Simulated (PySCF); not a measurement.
A GIAO shielding run with PySCF 2.14.0 with density-fitted response routines (density fitting, non-relativistic, gas phase) on `[C@@H]1(OC[SiH2]C)C[SiH2]1`, C₄H₁₂OSi₂:

```
$ OMP_NUM_THREADS=1 python probes_run.py task.json out

{"job": {"kind": "nmr", "xc": "PBE0", "basis": "pcSseg-1"}, "charge": 0, "multiplicity": 1}
C      3.449914    -0.406621    -0.948246
Si     2.009010    -0.710536     0.255178
C      0.532177     0.393322    -0.231701
O     -0.490900     0.092595     0.694590
C     -1.687589     0.768504     0.436458
C     -2.923250     0.126608     1.057096
Si    -2.900306     0.031382    -0.824190
H      3.180145    -0.649491    -1.972397
H      3.777611     0.629251    -0.931742
H      4.303250    -1.021904    -0.682203
H      1.576126    -2.110670     0.182864
H      2.415313    -0.376549     1.624453
H      0.171401     0.194413    -1.253553
H      0.772132     1.465932    -0.190020
H     -1.588583     1.850289     0.552880
H     -2.709351    -0.761148     1.635304
H     -3.591448     0.797855     1.578072
H     -3.760768     0.939004    -1.560212
H     -2.544690    -1.242988    -1.414928
```

Hardware: 1 thread of an Arm Neoverse V1, shared host. The job also computes population analyses, field gradients, ring-centre shieldings.

(1) How large is the calculation?

(2) How long does it take, and how much memory does it need?

Answers

(1) 72 electrons, 193 basis functions and 1047 auxiliary functions.

(2) 43 s of wall time, with 13 SCF cycles and 4 response iterations; peak memory 0.82 GiB. Times on a shared host scatter by some tens of per cent.
